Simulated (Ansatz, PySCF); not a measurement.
System: CH3BClO, charge 0, multiplicity 2. It need not be the lowest isomer of its formula. 
Coordinates optimised at B3LYP-D3(BJ)/def2-TZVP (Ansatz, a first-principles code):
```xyz
7

B      0.5015     0.2234    -0.7932
Cl     1.2296    -0.5291     0.6348
O     -0.7641     0.5583    -0.9445
C     -1.8321     0.3907     0.0071
H     -1.4679    -0.0777     0.9200
H     -2.5963    -0.2298    -0.4567
H     -2.2413     1.3751     0.2252
```
Charge 0, spin multiplicity 2.

Dipole moments at this geometry, in debye (magnitudes).

```
level                    program  dipole (D)
-----------------------  -------  ----------
HF/def2-TZVPD              PySCF        2.31
BLYP/def2-TZVPD           Ansatz        2.39
B97M-V/def2-TZVPD         Ansatz        2.33
B3LYP/def2-TZVPD          Ansatz        2.38
PBE0/def2-TZVPD           Ansatz        2.39
BHLYP/def2-TZVPD          Ansatz        2.36
TPSSh/def2-TZVPD           PySCF        2.42
r2SCAN0/def2-TZVPD        Ansatz        2.36
HSE06/def2-TZVPD          Ansatz        2.39
CCSD(T)/aug-cc-pV(D+d)Z   Ansatz        2.45
```
